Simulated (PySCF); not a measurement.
Members of one family of related compounds. Method used: TDDFT CAM-B3LYP/def2-SVPD, vertical, gas phase, core orbitals frozen in the response in PySCF 2.14.0, density-fitted response routines. Geometries: PBE0-D3(BJ)/def2-SVP; one conformer of each isolated species. Triplets are in the Tamm–Dancoff approximation. 'Strongest' means the level of largest summed f among the lowest 15 singlets; it needn't be the same kind of state in each.

Question: Rank by computed lowest triplet energy, highest first.
A. `[H][Al]([H])[S]C` (AlH2(SMe))
B. `[H][Al]([H])[N](C)C` (AlH2(NMe2))
C. `[H][Al]([H])[CH2][SiH3]` (AlH2(CH2SiH3))
D. `[H][Al]([H])[NH2]` (AlH2(NH2))
E. `[H][Al]([H])[CH2]C(C)C` (AlH2(iBu))
F. `[H][Al]([H])[CH]=C` (AlH2(vinyl))
G. `[H][Al]([H])[C]#N` (AlH2(CN))
H. `[H][Al]([H])[SiH3]` (AlH2(SiH3))

Answer: D (5.27 eV), C (5.01 eV), G (4.85 eV), E (4.58 eV), A (4.38 eV), B (4.17 eV), F (3.92 eV), H (3.63 eV).

```csv
SMILES,T1 (eV),α (au),first f ≥ 0.01 (nm),strongest (eV),S1 (eV),S1 mainly
[H][Al]([H])[NH2],5.27,39.0,194,9.06,6.22,H-1→L (100%)
[H][Al]([H])[CH2][SiH3],5.01,69.9,175,8.47,5.36,H→L (95%)
[H][Al]([H])[C]#N,4.85,41.8,196,8.41,5.26,H→L (98%)
[H][Al]([H])[CH2]C(C)C,4.58,78.5,174,8.36,4.90,H→L (97%)
[H][Al]([H])[S]C,4.38,64.5,239,7.36,5.19,H→L (96%)
[H][Al]([H])[N](C)C,4.17,64.7,239,8.71,5.19,H→L (98%)
[H][Al]([H])[CH]=C,3.92,54.5,208,5.95,5.04,H-1→L (97%)
[H][Al]([H])[SiH3],3.63,63.9,183,7.55,4.24,H→L (99%)
```

H and L stand for HOMO and LUMO.
